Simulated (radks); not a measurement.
The numbers below are computed, except where a source is named.
Pb2+, configuration [Hg] (the NIST ground configuration). Level of theory: scalar-relativistic Kohn-Sham, LDA (Slater exchange, VWN5 correlation), spin-unpolarised, spherical densities, finite nucleus; Fermi nuclear charge, rms radius 5.5012 fm (a radial shooting solver on a logarithmic mesh with Libxc functionals).

X-ray form factor f0, the Fourier transform of the density (f0(0) = 80):

sin(theta)/lambda (1/angstrom)  f0 (electrons)
0.05                                    79.173
0.1                                     76.871
0.15                                    73.534
0.2                                     69.664
0.25                                    65.662
0.3                                     61.779
0.4                                     54.780
0.5                                     48.912
0.6                                     44.018
0.8                                     36.269
1                                       30.197
1.25                                    24.253
1.5                                     19.991
2                                       15.244
